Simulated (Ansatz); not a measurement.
`ClC[SiH2]Cl` + H₂ → `[SiH3]Cl` + `CCl` at 700 K and 1 bar (hydrogenolysis of the Si–C bond).

Calculated with Ansatz (gas phase, PBE0-D4/def2-TZVP geometries, no zero-point term in ΔE). CCSD(T)/CBS is the MP2 limit (def2-TZVPP, def2-QZVPP) plus CCSD(T) − MP2 in def2-TZVPP, frozen cores. This one scheme is used for every species. Each species was taken in one conformer, which may not be the lowest.

```csv
species,CCSD(T)/CBS energy (Eh),H − E (kJ/mol),S (J/(mol·K))
`ClC[SiH2]Cl`,-1249.14529,187.4,425.0
H₂,-1.17544,46.8,155.3
`[SiH3]Cl`,-750.69636,107.0,306.3
`CCl`,-499.63220,131.4,278.6
```

H − E and S are ideal-gas, rigid-rotor, harmonic terms from PBE0-D4/def2-TZVP, for one conformer and one mirror image of each species. The MP2-based limit puts H₂ 0.8 mEh under its directly extrapolated value; such offsets cancel only in part. 1 Eh = 2625.50 kJ/mol, R = 8.31446 J/(mol·K).

Task: By hand: ΔE, ΔH, ΔS and ΔG.

Result: ΔE = (-750.69636) + (-499.63220) − (-1249.14529) − (-1.17544) = -0.00783 Eh = -20.6 kJ/mol. Δ(H − E) = 107.0 + 131.4 − 187.4 − 46.8 = 4.2, so ΔH = -16.4 kJ/mol. ΔS = 306.3 + 278.6 − 425.0 − 155.3 = 4.6 J/(mol·K). ΔG = -16.4 − 700 × (4.6)/1000 = -19.6 kJ/mol.

Task: By hand: the equilibrium constant, and the temperature at which ΔG would vanish if ΔH and ΔS stayed fixed.

Result: log₁₀ K = −ΔG/(RT ln 10) = 1.5. ΔH and −TΔS have one sign here, so there is no such temperature. One of them is within its doubt of zero, so this could turn.

The number of gas molecules stays the same, so ΔS is small and ΔH decides. A doubt of 5 kJ/mol in ΔE shifts log₁₀ K by 0.4 here. Other conformers and mirror images would add mixing entropy, several J/(mol·K) or more a flexible species. These are equilibria of isolated gas molecules and say nothing of rates. Largest T1 diagnostic: 0.009 (customary marks: 0.02 for closed shells, 0.045 for open ones).
